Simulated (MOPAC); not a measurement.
A run for MOPAC: PM7 on HIMg (SMILES [MgH][I]), a point of a bond scan (R = 2.524 Å).

```
PM7 1SCF PRECISE CHARGE=0 THREADS=1
HIMg

Mg    -0.00000000 1    -0.00000000 1    -2.02827611 1
H      0.00000000 1     0.00000000 1    -4.55192120 1
I      0.00000000 1     0.00000000 1     0.52924565 1
```

It printed:

```
*******************************************************************************
 **                                                                           **
 **                              MOPAC v23.2.5                                **
 **                                                                           **
 *******************************************************************************
 ** MOPAC's Digital Object Identifier: https://doi.org/10.5281/zenodo.6511958 **
 **                                                                           **
 ** Please cite the open-source release paper for use of this MOPAC version:  **
 ** J. E. Moussa and J. J. P. Stewart (2026)                                  **
 ** MOPAC: An open-source semiempirical molecular orbital program             **
 ** J. Open Source Softw., 11(119), 8025, https://doi.org/10.21105/joss.08025 **
 *******************************************************************************

                              PM7 CALCULATION RESULTS

 *******************************************************************************
 *  PM7        - The PM7 Hamiltonian to be used
 *
 *
 *
 *                 CHARGE ON SYSTEM = 0
 *
 *
 *
 *  PRECISE    - TIGHTER CRITERIA TO BE USED
 *  1SCF       - DO 1 SCF AND THEN STOP
 *  THREADS=1  - MULTI-THREADING NOT USED
 *  T=         - A TIME OF 172800.0 SECONDS REQUESTED
 *  DUMP=N     - RESTART FILE WRITTEN EVERY 7200.0 SECONDS REQUESTED
 *******************************************************************************
PM7 1SCF PRECISE CHARGE=0 THREADS=1
 HIMg

   ATOM   CHEMICAL          X               Y               Z
  NUMBER   SYMBOL      (ANGSTROMS)     (ANGSTROMS)     (ANGSTROMS)

     1      Mg         -0.00000000  *  -0.00000000  *  -2.02827611  *
     2       H          0.00000000  *   0.00000000  *  -4.55192120  *
     3       I          0.00000000  *   0.00000000  *   0.52924565  *



          CARTESIAN COORDINATES

    NO.       ATOM           X           Y           Z

     1        Mg         -0.0000     -0.0000     -2.0283
     2         H          0.0000      0.0000     -4.5519
     3         I          0.0000      0.0000      0.5292

 General Reference for PM7:
 "Optimization of Parameters for Semiempirical Methods VI: More Modifications to the
 NDDO Approximations and Re-optimization of Parameters", J. J. P. Stewart, J. Mol. Mod., 1:32, 19 (2013)
 https://link.springer.com/article/10.1007/s00894-012-1667-x

           Empirical Formula: H Mg I  =     3 atoms



      MOLECULAR POINT GROUP   :   C*v


      RHF CALCULATION, NO. OF DOUBLY OCCUPIED LEVELS = 5


 -------------------------------------------------------------------------------
 PM7 1SCF PRECISE CHARGE=0 THREADS=1
 HIMg



     1SCF WAS SPECIFIED, SO BFGS WAS NOT USED
     SCF FIELD WAS ACHIEVED


                              PM7 CALCULATION
                                                       MOPAC v23.2.5 Linux




          FINAL HEAT OF FORMATION =         62.83935 KCAL/MOL =     262.91983 KJ/MOL


          COSMO AREA              =        105.60 SQUARE ANGSTROMS
          COSMO VOLUME            =         86.11 CUBIC ANGSTROMS

          IONIZATION POTENTIAL    =          7.806879 EV
          HOMO LUMO ENERGIES (EV) =         -7.807  0.858
          NO. OF FILLED LEVELS    =          5
          MOLECULAR WEIGHT        =        152.2174         POINT GROUP:  C*v

          MOLECULAR DIMENSIONS (Angstroms)

            Atom       Atom       Distance
            I     3    H     2     5.08117
            I     3    H     2     0.00000
           Mg     1    H     2     0.00000


          SCF CALCULATIONS        =          1





   ATOM   CHEMICAL          X               Y               Z
  NUMBER   SYMBOL      (ANGSTROMS)     (ANGSTROMS)     (ANGSTROMS)

     1      Mg         -0.00000000  *  -0.00000000  *  -2.02827611  *
     2       H          0.00000000  *   0.00000000  *  -4.55192120  *
     3       I          0.00000000  *   0.00000000  *   0.52924565  *

                             CARTESIAN COORDINATES

   1   Mg       -0.000000000    -0.000000000    -2.028276110
   2    H        0.000000000     0.000000000    -4.551921200
   3    I        0.000000000     0.000000000     0.529245650


           Empirical Formula: H Mg I  =     3 atoms



      MOLECULAR POINT GROUP   :   C*v


                  EIGENVALUES
 -22.84890 -11.17512  -9.24898  -9.24898  -7.80688   0.85819   0.85819   1.03259
   2.52299 127.81021 127.83748 127.83748 128.23629 128.23629


              NET ATOMIC CHARGES AND DIPOLE CONTRIBUTIONS

  ATOM NO.   TYPE          CHARGE      No. of ELECS.   s-Pop       p-Pop       d-Pop
    1         Mg           0.716221        1.2838     0.94388     0.33990
    2          H          -0.184809        1.1848     1.18481
    3          I          -0.531412        7.5314     1.89672     5.63309     0.00161
 DIPOLE           X         Y         Z       TOTAL
 POINT-CHG.     0.000     0.000    -4.288     4.288
 HYBRID        -0.000    -0.000     0.269     0.269
 SUM           -0.000    -0.000    -4.019     4.019


          ATOMIC ORBITAL ELECTRON POPULATIONS

     Atom    s        px        py        pz      x^2-y^2     xz        z^2       yz        xy
    1 Mg   0.94388   0.00945   0.00945   0.32100
    2  H   1.18481
    3  I   1.89672   1.99037   1.99037   1.65234   0.00000   0.00018   0.00125   0.00018   0.00000

 **********************
 *                    *
 * JOB ENDED NORMALLY *
 *                    *
 **********************




 == MOPAC DONE ==
```

The run finished.

Cost: about 0.03 core-seconds (a rough figure).
